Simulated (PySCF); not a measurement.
In(H)2(vinyl) (C2H5In), SMILES C=[CH][InH2].

Coordinates come from a PBE-D3(BJ)/def2-SVP optimisation. The def2 effective core potentials stand for the cores of In; spin–orbit coupling is left out.

All values below come from PBE-D3(BJ)/def2-SVP run with PySCF 2.14.0.

Frequencies are harmonic and unscaled.

```tsv
mode	ν (cm⁻¹)	IR (km/mol)	Raman (Å⁴/amu)	depolarisation	moving atoms (share of kinetic energy)
1	134	0.0	5.3	0.75	H 78 %, C 22 %
2	184	2.7	2.7	0.48	H 47 %, C 47 %
3	365	54.7	14.6	0.52	H 64 %, C 27 %, In 9 %
4	384	0.9	2.6	0.75	H 90 %, C 10 %
5	493	78.7	9.6	0.11	C 56 %, H 35 %, In 9 %
6	527	118.0	13.3	0.75	H 85 %, C 12 %
7	576	119.2	26.9	0.69	H 93 %
8	948	28.0	0.4	0.75	H 72 %, C 28 %
9	956	11.0	5.3	0.62	H 88 %, C 12 %
10	1012	12.1	0.4	0.75	H 93 %
11	1205	14.4	14.3	0.18	H 73 %, C 27 %
12	1365	10.0	26.7	0.45	H 83 %, C 17 %
13	1591	11.1	4.4	0.04	C 83 %, H 17 %
14	1707	143.6	256.7	0.11	H 99 %
15	1720	273.6	146.8	0.44	H 99 %
16	3022	27.7	194.9	0.23	H 95 %
17	3066	11.7	176.6	0.32	H 92 %, C 8 %
18	3112	12.6	123.4	0.59	H 90 %, C 10 %
```
